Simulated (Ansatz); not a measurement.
Stepwise reaction of `C[O][Al]([F])[F]` with hydrogen chloride, as a gas-phase model of exchange steps in deposition or etching. ΔE in kJ/mol; ΔG adds harmonic PBE0-D4 terms to CCSD(T)/CBS, at 1 bar.

Gas-phase electronic energies from Ansatz, PBE0-D4/def2-TZVP geometries. CCSD(T)/CBS adds triple-zeta CCSD(T) − MP2 to the extrapolated MP2 energy (def2 sets, frozen cores). This one scheme is used for every species. DFT in def2-TZVPP. B3LYP here is the variant with VWN-RPA as its local correlation; programs differ in this. One conformer a species, not always the lowest.

```csv
step,reaction,PBE-D4,B3LYP-D4,ωB97M-V,CCSD(T)/CBS,ΔG(600 K)
2,`C[O][Al]([F])[Cl]` + HCl → `C[O][Al]([Cl])[Cl]` + H–F,16.7,22.7,20.0,18.3,24.0
```

(1) Give the row of step 1, `C[O][Al]([F])[F]` + HCl → `C[O][Al]([F])[Cl]` + H–F. (Estimate.)

(2) By hand: ΔE of the 2 steps together at CCSD(T)/CBS.

## Answers

(1) Ansatz gave: 
| step | reaction | PBE-D4 | B3LYP-D4 | ωB97M-V | CCSD(T)/CBS | ΔG(600 K) |
| --- | --- | --- | --- | --- | --- | --- |
| 1 | `C[O][Al]([F])[F]` + HCl → `C[O][Al]([F])[Cl]` + H–F | 15.2 | 21.3 | 18.2 | 17.3 | 23.4 |

(2) (17.3) + (18.3) = 35.6 kJ/mol, or 17.8 kJ/mol a step.

In ΔE the steps differ by no more than 1.0 kJ/mol. All are uphill at CCSD(T)/CBS. ΔG lies between 23.4 and 24.0 kJ/mol a step. PBE-D4 differs from CCSD(T)/CBS by -2.1 to -1.6 kJ/mol a step. Isolated molecules leave out the surface, adducts and barriers. Largest T1 diagnostic: 0.012.
